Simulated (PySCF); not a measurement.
Level of theory: ωB97X-D3(BJ)/def2-TZVP // B3LYP-D3(BJ)/def2-TZVP in PySCF 2.14.0. Isolated molecules, 0 K electronic values unless said otherwise. One relaxed conformer stands for a flexible species; it need not be the lowest. Excitations are Tamm–Dancoff values on a coarser integration grid. The basis has no diffuse functions, so Rydberg states are missing or too high.

Reference species (SMILES): `N=BB=B` (B–B–B–N torsion 42°) (neutral, multiplicity 1).

The S1 oscillator strength comes out as 0.000 and the T1 excitation (TDA) comes out as 2.98 eV.

Changed species: `N(B=B)=B` (B–B–N–B torsion 19°).

Q: Give the shifts of the S1 oscillator strength and T1 excitation (TDA).

A: the S1 oscillator strength stays essentially unchanged; the T1 excitation (TDA) falls by 0.21 eV, to 2.77 eV.
